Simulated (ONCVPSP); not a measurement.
# Pseudopotential generation for F: ONCV, PBEsol, scalar-relativistic.

- Element: fluorine (F)
- Generator: ONCVPSP 4.0.1
- Type: optimised norm-conserving Vanderbilt (ONCV)
- Functional: PBEsol
- Relativity: scalar-relativistic
- Frozen core: [He]
- Valence charge: 7
- Reference configuration: 2s1.75 2p5.25
- Partial waves: 2s: rc 0.55 bohr, ncon 3, nbas 8, qcut 15.1 1/bohr, 2 projectors, debl 1.7 Ha; 2p: rc 1.80 bohr, ncon 3, nbas 7, qcut 8.8 1/bohr, 2 projectors, debl 0.6 Ha
- Local potential: polynomial inside 0.40 bohr (lpopt 5, dvloc0 1 Ha)
- Core correction: none

Problem. Estimate the cutoffs (Ha) at which the residual kinetic energy of the hardest occupied pseudo-wave falls to 1 and 0.1 mHa per electron.

Solution. 54 Ha and 130 Ha.

Problem. Does the potential have ghost states?

Solution. Ghosts flagged at negative energy: s at -465.1 eV; no localised positive-energy state flagged. A true bound ghost makes a file unfit for plane-wave use.

Problem. Which valence shell sets the plane-wave cutoff?

Solution. 2s: 54 Ha for 1 mHa per electron, against 25 Ha for 2p.

Problem. Tests: 2s2 2p5; 2s2 2p4; 2s2 2p3; 2s2 2p2. Which has the largest error in its energy relative to the reference configuration, and how large is it?

Solution. 2s2 2p2, with +2582 meV (all-electron minus pseudo) on +113.41 eV.
